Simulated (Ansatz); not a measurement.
Start from `BN(B)[SiH2]F` and change one atom or group to get `BN[SiH2]F`.

Ansatz, PBE0-D4/def2-TZVP geometries, multiplicity 1. Each molecule was computed in one conformer, which needn't be the lowest.

```json
{"property": "LUMO energy (PBE0/def2-TZVPP) / eV", "`BN(B)[SiH2]F`": "-1.66"}
{"property": "LUMO energy (B3LYP/def2-TZVPP) / eV", "`BN(B)[SiH2]F`": "-1.87"}
{"property": "size of the dipole moment (B3LYP/def2-TZVPP) / D", "`BN(B)[SiH2]F`": "1.16"}
{"property": "HOMO–LUMO gap (B3LYP/def2-TZVPP) / eV", "`BN(B)[SiH2]F`": "7.15"}
{"property": "HOMO–LUMO gap (ωB97M-V/def2-TZVPP) / eV", "`BN(B)[SiH2]F`": "11.79"}
{"property": "HOMO energy (B3LYP/def2-TZVPP) / eV", "`BN(B)[SiH2]F`": "-9.02"}
```

Task: What does the change do to each property? (An estimate is asked.)

Result: The calculation gave: 
```json
{"property": "LUMO energy (PBE0/def2-TZVPP) / eV", "`BN[SiH2]F`": "-0.50", "shift": "1.16"}
{"property": "LUMO energy (B3LYP/def2-TZVPP) / eV", "`BN[SiH2]F`": "-0.73", "shift": "1.14"}
{"property": "size of the dipole moment (B3LYP/def2-TZVPP) / D", "`BN[SiH2]F`": "1.55", "shift": "0.39"}
{"property": "HOMO–LUMO gap (B3LYP/def2-TZVPP) / eV", "`BN[SiH2]F`": "8.21", "shift": "1.06"}
{"property": "HOMO–LUMO gap (ωB97M-V/def2-TZVPP) / eV", "`BN[SiH2]F`": "12.82", "shift": "1.03"}
{"property": "HOMO energy (B3LYP/def2-TZVPP) / eV", "`BN[SiH2]F`": "-8.93", "shift": "0.09"}
```

With PBE0 the HOMO rises by 0.07 eV and the LUMO rises by 1.16 eV, so the gap widens by about 1.09 eV. PBE moves the HOMO by 0.08 eV and ωB97M-V by 0.06 eV. The zero-point energy changes by -29.6 kJ/mol with -6 modes. Dipoles are sizes alone; their direction can turn.

Positive LUMOs are unbound, so they and the gaps depend on the basis.

B3LYP here is the variant with VWN-RPA as its local correlation; programs differ in this.
